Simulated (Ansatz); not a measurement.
Be₃Br₄⁺, relaxed as a doublet with UKS PBE0-D4/def2-SVP in Ansatz, starting from the GFN1-xTB geometry. Force threshold 0.02 eV/Å.

Another isomer (doublet) lies 0.36 eV lower at PBE0-D4/def2-TZVP; other spin states weren't run for this one.

Start:

```xyz
7

Be    0.8487   -0.6133    1.1600
Be    0.2135   -0.5492   -2.2973
Be   -1.0089    1.0288    0.5894
Br    1.0215    1.5930    1.2751
Br    1.4623   -1.4868   -0.7728
Br   -1.2424    0.9203   -1.6040
Br   -1.2948   -0.8928    1.6497
```

Task: Estimate the energy that the relaxation releases and the steps that it takes.

Result: 23.9 kJ/mol, in 4 steps; 62 s on 4 threads of Intel Xeon on a shared host. No frequencies were taken in this run, so the end may be a saddle point.

Task: Does the start keep its bonding and symmetry?

Result: By distances, no bond broke or formed. The bond that changes most is Be3–Br6, from 2.21 to 2.12 Å (atoms count from 1). Point group C2v at the start, C2v at the end, both within 0.05 Å.

Task: Predict the relaxed structure.

Result: 
Cartesian coordinates in Å:
```
Be 0.7774 -0.5696 1.0271
Be 0.1935 -0.4953 -2.0706
Be -0.9206 0.9362 0.5076
Br 1.0133 1.5626 1.2199
Br 1.5240 -1.5305 -0.7042
Br -1.3110 0.9868 -1.5716
Br -1.2767 -0.8903 1.5917
```
Bond lengths (bridged metal pairs left out): 8 × Be–Br 2.12 to 2.17 Å.
